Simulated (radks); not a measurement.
Values are calculated unless marked as measured or tabulated.
Species: Ru XIX. Configuration: [Ar] 3d6 4s2 (not the ground configuration). Level of theory: Dirac Kohn-Sham, PBEsol, spin-unpolarised, spherical densities, finite nucleus; open shells fill j = l - 1/2 first; Fermi nuclear charge, rms radius 4.4809 fm (a radial shooting solver on a logarithmic mesh with Libxc functionals).

Normalised radial functions P(r) = r R(r) (large component), r in bohr:

r	2p3/2
0.002097	0.0101
0.002688	0.0162
0.003444	0.0260
0.004378	0.0410
0.00561	0.0650
0.007132	0.1011
0.00914	0.1579
0.01162	0.2403
0.01489	0.3654
0.01908	0.5450
0.02426	0.7839
0.03108	1.1070
0.03951	1.4897
0.05063	1.9295
0.06437	2.3380
0.08249	2.6439
0.1057	2.7157
0.1344	2.4861
0.1722	1.9582
0.2189	1.3021
0.2805	0.6804
0.3566	0.2759
0.457	0.0761
0.5856	0.0134
0.7444	0.0014
0.954	0.0001
1.213	0.0000
1.554	0.0000
1.976	0.0000
2.532	0.0000

2p3/2: eigenvalue -3378.3 eV, 0 radial nodes, <r> = 0.128 bohr, 90 % of the charge inside 0.208 bohr.
